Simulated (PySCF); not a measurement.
**Two-component Hartree-Fock for Cs (caesium, neutral)**

Start: [Xe] 6p1; 6p3/2 filled at m_j = +3/2. Calculated with PySCF 2.14 in x2c-TZVPall-2c with one added diffuse shell each of s, p, d type (12s12p10d1f, 105 functions): generalised Hartree-Fock with the X2C-1e Hamiltonian and a Gaussian nucleus; spin-orbit coupling (SO) screened by Boettger's factors. This is a chosen level, not necessarily the ground level.

```tsv
spinor shell	electrons	ε, screened SO (eV)	weight of nominal j (screened SO)	rms radius, screened SO (bohr)
1s1/2	2	-36156.8	1.000	0.0298
2s1/2	2	-5776.4	1.000	0.121
2p1/2	2	-5421.6	1.000	0.105
2p3/2	4	-5066.2	1.000	0.110
3s1/2	2	-1246.3	1.000	0.318
3p1/2	2	-1096.9	1.000	0.310
3p3/2	4	-1026.8	1.000	0.322
3d3/2	4	-766.53	1.000	0.294
3d5/2	6	-751.88	1.000	0.298
4s1/2	2	-254.96	1.000	0.738
4p1/2	2	-198.91	1.000	0.770
4p3/2	4	-184.50	1.000	0.796
4d3/2	4	-91.142	1.000	0.896
4d5/2	6	-88.694	1.000	0.907
5s1/2	2	-36.837	1.000	1.88
5p1/2	2	-21.020	1.000	2.16
5p3/2	4	-19.189	1.000	2.25
6p3/2	1	-2.281	1.000	8.86
```

```csv
quantity,screened SO
E (hartree),-7784.49347
M_J,3/2
⟨J²⟩,3.750
⟨L²⟩,2.034
⟨S²⟩,0.784
```

Breit and QED terms are absent; they matter most for the inner s and p1/2 levels.

Densities and radii are taken from the X2C orbitals without a picture-change correction, which distorts them close to the nucleus.
